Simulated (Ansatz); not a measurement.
A structure relaxed at B3LYP-D4/def2-SVP in Ansatz, charge 0, singlet:

Cartesian coordinates in Å:
```
B 0.088 1.198 0.577
B -0.625 -1.540 -0.196
B -0.479 -0.393 1.170
B 0.088 1.015 -1.288
B -1.140 0.082 -0.465
B -0.160 -0.713 -1.666
B 1.139 0.265 1.700
H -0.441 -1.089 -2.765
H 1.113 0.475 2.886
H -0.159 1.834 -2.123
H -1.255 -2.556 -0.231
H 1.333 1.443 1.235
H -1.291 -0.582 2.030
H -2.295 0.359 -0.615
H 0.477 -1.683 -1.004
H 0.962 1.491 -0.510
H 2.043 -0.386 1.225
H -0.489 2.194 0.917
H 0.934 0.103 -1.773
H 0.159 -1.517 0.896
```

Q: Give its formula.

A: the cluster B₇H₁₃.

Q: Summarise the bond lengths by kind (pairs closer than 1.2 times the sum of covalent radii, bridged metal pairs left out).

A: 12 × B–B 1.72 to 1.96 Å; 16 × B–H 1.20 to 1.37 Å.

The structure comes from a short search, and lower isomers may exist.
